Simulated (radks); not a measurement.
Excited configurations of Ca II: one electron is placed in a higher orbital outside [Ar]. The ground configuration is [Ar] 4s1. Method: non-relativistic Kohn-Sham, r2SCAN, spin-polarised, spherical densities, point nucleus; open shells are filled with parallel spins first; meta-GGA in the generalised Kohn-Sham scheme; computed with a radial shooting solver on a logarithmic mesh with Libxc functionals. Excitation = E - E(ground); binding = E(ion) - E, where the ion is the core of charge +2; n* = 2/sqrt(2 binding) in atomic units, and the quantum defect is n - n*.

outer orbital  excitation (eV)  binding (eV)     n*  quantum defect  eigenvalue (eV)  <r> (bohr)
4p                       3.098         8.575  2.519           1.481           -6.718       4.424
5d                       8.653         3.020  4.245           0.755           -2.354       12.35
6p                       8.948         2.726  4.468           1.532           -2.205       14.94
6f                      10.093         1.580  5.869           0.131           -1.250       23.67
7p                       9.828         1.845  5.431           1.569           -1.502       22.39

Estimate the row for 5p.

Answer. excitation (eV) 7.230; binding (eV) 4.443; n* 3.500; quantum defect 1.500; eigenvalue (eV) -3.562; <r> (bohr) 8.943. The Delta-SCF ionisation energy is 11.673 eV (NIST Atomic Spectra Database: 11.872 eV, measured). Self-interaction in the functional shifts the binding energies and quantum defects, so they are the method's values and not measured ones.
